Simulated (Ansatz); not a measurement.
# CH4Se (SMILES C[SeH]): from total energies to a heat of formation

CH4Se has 6 atoms, charge 0, and is taken as a singlet. As SMILES, `C[SeH]`. The shape is that of a PBE0-D4/def2-TZVP optimisation.

Total energies at CAM-B3LYP/def2-SVPD (Ansatz 0.2.0); the atoms run unrestricted:

| species | state | energy (Eh) |
| --- | --- | --- |
| CH4Se | singlet | -2441.834714 |
| C | triplet | -37.792495 |
| Se | triplet | -2401.323407 |
| H | doublet | -0.497895 |

Harmonic wavenumbers at PBE0-D4/def2-TZVP, in cm⁻¹: 200, 609, 719, 918, 1006, 1312, 1461, 1474, 2442, 3081, 3178, 3185.

Measured heats of formation of the gaseous atoms at 298.15 K, in kJ/mol: C 716.9, Se 227.1, H 218.0. Spin-orbit lowering of the atoms at 298 K (mean of the ground term's levels less their thermal mean, from spectra), in kJ/mol: C 0.02, Se 11.30. Take 1 Eh = 2625.50 kJ/mol, 1 cm⁻¹ = 0.0119627 kJ/mol, RT = 2.479 kJ/mol.

Task: What heat of formation follows?

Result: 
1. Electronic atomisation energy: (-37.792495) + (-2401.323407) + 4 × (-0.497895) − (-2441.834714) = 0.727232 Eh = 1909.3 kJ/mol.
2. Zero-point energy: half the sum of the wavenumbers, 9792.5 cm⁻¹ = 117.1 kJ/mol.
3. Thermal vibrational enthalpy, Σ hcν̃/(exp(hcν̃/kT) − 1): 2.4 kJ/mol. Translation, rotation and pV of a non-linear molecule: 4 RT = 9.9 kJ/mol.
4. The 6 free atoms carry 5/2 RT each: 37.2 kJ/mol.
5. Spin-orbit coupling lowers the free atoms by 0.02 + 11.30 = 11.3 kJ/mol.
6. Atomisation enthalpy at 298 K: 1909.3 − 11.3 − 117.1 − 2.4 − 9.9 + 37.2 = 1805.8 kJ/mol.
7. Sum of the atoms' heats of formation: 1816.0 kJ/mol. Heat of formation: 1816.0 − 1805.8 = +10.2 kJ/mol.

No measured value is set beside it here. Relativity is left out. Anharmonicity and any spin-orbit splitting of the molecule are left out.
